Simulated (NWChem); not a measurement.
# AlBr2F; SMILES [Br][Al]([F])[Br]

```xyz
4

Al     0.0000     0.0000     0.6545
F      0.0000     0.0000     2.3079
Br    -1.9481     0.0000    -0.4183
Br     1.9481     0.0000    -0.4183
```
Atoms are numbered in this order, from 1.

All runs: NWChem. Structure relaxed at the PBE0/def2-SVP level.

Problem. Taking PBE0/def2-QZVP as the yardstick, which of these has the fewest basis functions while keeping “highest occupied level (eV)” within 0.05 eV of it: PBE0/def2-SVPD; PBE0/def2-TZVPP; PBE0/def2-TZVP; PBE0/def2-SVP?

Solution. PBE0/def2-SVPD.
```
level            basis functions  highest occupied level (eV)  relative time (rough)
---------------  ---------------  ---------------------------  ---------------------
PBE0/def2-SVP                 96                        -8.83                      1
PBE0/def2-SVPD               129                        -8.97                      2
PBE0/def2-TZVP               164                        -8.93                      5
PBE0/def2-TZVPP              169                        -8.93                      4
PBE0/def2-QZVP               277                        -8.94                     10
```

The yardstick is one finite set, not the basis-set limit.
